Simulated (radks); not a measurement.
The numbers below are computed, except where a source is named.
Q: Species: Yb3.25+. Configuration: [Ar] 3d10 4s2 4p5.75 4d10 4f13 5s2 5p6 (fractional occupations, a model configuration). Code: a radial shooting solver on a logarithmic mesh with Libxc functionals. Model: scalar-relativistic Kohn-Sham, r2SCAN, spin-unpolarised, spherical densities, finite nucleus; meta-GGA in the generalised Kohn-Sham scheme; Fermi nuclear charge, rms radius 5.3108 fm. Some entries of the table are withheld. Estimate them.

| orbital | occ. | eigenvalue (eV) | <1/r> (bohr^-1) | <r> (bohr) |
|---|---|---|---|---|
| 1s | 2 | -61354.33 | 80.62 | 0.01966 |
| 2s | 2 | -10453.18 | 18.81 | (1) |
| 2p | 6 | -9214.933 | 17.26 | 0.07415 |
| 3s | 2 | -2396.755 | 6.962 | 0.2164 |
| 3p | 6 | -2021.624 | 6.474 | 0.2160 |
| 3d | 10 | -1564.364 | 6.122 | 0.1961 |
| 4s | 2 | -508.5610 | (2) | (3) |
| 4p | 5.75 | (4) | 2.680 | 0.5173 |
| 4d | 10 | -220.8510 | 2.372 | 0.5581 |
| 5s | 2 | -91.7211 | 1.120 | 1.183 |
| 5p | 6 | -62.1045 | 0.9478 | 1.372 |
| 4f | 13 | -41.3193 | 1.811 | 0.7182 |

A: 
(1) 2s <r> (bohr): 0.08332
(2) 4s <1/r> (bohr^-1): 2.933
(3) 4s <r> (bohr): 0.4875
(4) 4p eigenvalue (eV): -384.7018
